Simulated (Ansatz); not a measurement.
Isolated molecules relaxed with PBE0-D4/def2-TZVP in Ansatz; ΔE leaves out vibrations. CBS: MP2 limit from def2 TZ/QZ plus the TZ coupled-cluster correction, frozen cores. This one scheme is used for every species. Functionals use def2-TZVPP. def2 core potentials past Kr. For Hf, I outer-core shells are correlated without core-valence functions, which leaves a few kJ/mol of doubt a bond. One conformer a species, not always the lowest.

Consider the ligand exchange at the Hf–I bond: `[OH][Hf]([OH])([OH])[I]` + H₂S → `[OH][Hf]([OH])([OH])[SH]` + HI.

`[OH][Hf]([OH])([OH])[I]`:

Z-matrix (Å, degrees):
```
Hf
O 1 1.912
O 1 1.912 2 109.9
O 1 1.912 2 109.9 3 121.2
I 1 2.759 2 109.0 3 -119.4
H 2 0.952 1 159.9 3 -127.8
H 3 0.952 1 159.9 2 -6.7
H 4 0.952 1 159.9 2 -127.7
```

H₂S:

Cartesian coordinates in Å:
```
S -0.243 0.052 0.567
H 0.071 -0.990 -0.217
H 0.172 0.938 -0.351
```

`[OH][Hf]([OH])([OH])[SH]`:

Cartesian coordinates in Å:
```
O 1.563 -1.000 0.236
Hf -0.058 0.023 0.127
O -1.291 -0.899 -1.024
O -0.835 0.383 1.841
S 0.450 2.259 -0.812
H 2.178 -1.716 0.121
H -2.125 -1.151 -1.405
H -0.986 0.370 2.781
H 1.103 1.731 -1.865
```

HI:

Cartesian coordinates in Å:
```
I 0.062 -0.116 -0.794
H -0.062 0.116 0.794
```

| level | ΔE (kcal/mol) | difference from CCSD(T)/CBS |
| --- | --- | --- |
| PBE-D4 | 13.9 | -1.7 |
| r2SCAN-D4 | 15.0 | -0.6 |
| ωB97X-V | 15.3 | -0.3 |
| B2PLYP | 15.5 | -0.1 |
| PBE-QIDH | 16.4 | 0.8 |
| revPBE | 13.9 | -1.7 |
| r2SCANh | 15.4 | -0.2 |
| BHLYP | 16.0 | 0.4 |
| HF/def2-SVP | 17.3 | 1.7 |
| MP2/def2-SVP | 16.4 | 0.8 |
| CCSD(T)/def2-SVP | 15.4 | -0.2 |
| MP2/def2-TZVPP | 16.8 | 1.2 |
| SCS-MP2/def2-TZVPP | 16.3 | 0.7 |
| MP2/def2-QZVPP | 17.0 | 1.4 |
| MP2/CBS(def2) | 17.1 | 1.5 |
| CCSD/CBS(def2) | 15.8 | 0.2 |
| CCSD(T)/CBS | 15.6 | 0 |

Largest T1 diagnostic among the species: 0.015.

Leaving LDA and LC-ωPBE aside and taking each functional with its dispersion term where it has one, the values, not all of them listed here, spread over 3.1 kcal/mol, from B97M-V to BHLYP-D4. From PBE to PBE0 (25 % exact exchange), in def2-TZVPP and without D4, ΔE moves by +1.2 kcal/mol.
